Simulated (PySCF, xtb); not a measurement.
GaH₂, SMILES [GaH2+], charge +1.

GFN2-xTB run with xtb at its own geometry gives an orbital gap of 3.19 eV.

Geometry: B3LYP-D3(BJ)/def2-TZVPD. The multiplicity is an assumed one; other spin states were not compared. The isomer is the one that the SMILES or the coordinates give; other isomers of the formula were not compared.

What does B3LYP/def2-TZVPD in PySCF give? (Estimate from the structure and the level; the computed values follow.)

gap 7.77 eV (levels -16.45 and -8.68 eV).
